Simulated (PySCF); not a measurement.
PrH₃: fields on a plane

Computed with PBE0/[Pr lcecp-1-TZVP with ECP48, H def2-TZVP], scalar-relativistic core potentials, density fitting, no spin–orbit coupling, PySCF.

The valence singlet (4f shell in the core) minimum has Pr–H 2.075 Å (×3); H–Pr–H 111.1° (×3).

The plane holds Pr1 at (0.00, 0.00), H2 at (2.08, 0.00), H3 at (-0.75, 1.94) Å. Columns run from x = -2.85 to 4.35 Å, rows from y = 4.35 (top) to -1.95 Å, in steps of 0.3 Å. Other isomers or separated fragments may lie lower. Core electrons replaced by a potential are absent, the electrostatic potential uses the reduced nuclear charge, and values within about 0.7 Å of such atoms have no physical meaning.

Problem. Give the electrostatic potential (V) (cut at 20 V). Lower edges of the bins (V): '0' -1.54, '1' -1.41, '2' -1.21, '3' -0.89, '4' -0.38, '5' 0.42, '6' 1.69, '7' 3.71, '8' 6.90, '9' 11.97; top 20.0.

Solution. 
```
4333333333333344444444444
3333333233333344444444444
3333222222333334444444444
3332211111233334444444444
3322100000123344444444444
3321001211123344444444444
3321025653233444444333344
3321258985344444443333333
3322369996555554433333333
4433358987666655433333333
4444456778887765432222333
4455567899998765421112233
5556678999999875542001223
5566789999999977775200223
5566789999999988997300123
5566789999999988997300123
5566789999999977775201223
5566788999999875543101233
5566678999998765432112233
5556677888887765432223333
5555666777777665443333333
5555566666666655444333334
```

Problem. Give the electron density (e/Å³) (cut at 5 e/Å³). Every second row and column.

Solution. 
```
0.00 0.00 0.00 0.00 0.00 0.00 0.00 0.00 0.00 0.00 0.00 0.00 0.00
0.00 0.00 0.00 0.00 0.00 0.00 0.00 0.00 0.00 0.00 0.00 0.00 0.00
0.00 0.00 0.01 0.03 0.03 0.01 0.00 0.00 0.00 0.00 0.00 0.00 0.00
0.00 0.01 0.05 0.19 0.21 0.06 0.01 0.00 0.00 0.00 0.00 0.00 0.00
0.00 0.02 0.11 0.86 0.98 0.15 0.03 0.01 0.01 0.00 0.00 0.00 0.00
0.00 0.01 0.08 0.38 0.53 0.24 0.05 0.03 0.03 0.02 0.01 0.00 0.00
0.00 0.01 0.04 0.26 1.23 1.73 0.53 0.16 0.21 0.10 0.02 0.00 0.00
0.00 0.01 0.05 0.67 1.31 0.02 1.70 0.48 1.40 0.38 0.05 0.01 0.00
0.00 0.01 0.04 0.45 2.08 1.35 1.25 0.33 0.56 0.23 0.04 0.01 0.00
0.00 0.00 0.02 0.08 0.38 0.68 0.23 0.08 0.08 0.05 0.01 0.00 0.00
0.00 0.00 0.01 0.02 0.04 0.05 0.03 0.01 0.01 0.01 0.00 0.00 0.00
```

The 4f shell sits in the core potential, so its spin is not counted.
